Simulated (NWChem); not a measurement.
# C4H5Cl; SMILES ClC1=CCC1

```xyz
10

Cl    -0.0181    -1.7994     0.0000
C     -0.0665    -0.0620     0.0000
C     -1.0646     0.8284     0.0000
C     -0.0967     2.0037     0.0000
C      1.0623     0.9403     0.0000
H     -2.1462     0.7562     0.0000
H     -0.1260     2.6390    -0.8927
H     -0.1260     2.6390     0.8927
H      1.6962     0.9405    -0.8932
H      1.6962     0.9405     0.8932
```
Atoms are numbered in this order, from 1.

Geometry: optimised at B3LYP/6-31G* (spherical d).

Give the principal values of the shielding tensors (ppm) of Cl1, C2, C3, C4, C5 from PBE/pcSseg-1, GIAO (NWChem), with their diamagnetic and paramagnetic parts as GIAO splits them.


```
atom    σ11    σ22    σ33  isotropic  diamagnetic  paramagnetic
----  -----  -----  -----  ---------  -----------  ------------
Cl1   387.6  591.8  962.4      647.3       1146.8        -499.5
C2    -53.2   65.3  100.4       37.5        253.7        -216.2
C3    -50.5   57.7  122.6       43.3        249.1        -205.8
C4    138.1  152.4  160.7      150.4        245.7         -95.3
C5    125.8  129.9  158.0      137.9        245.8        -107.9
```
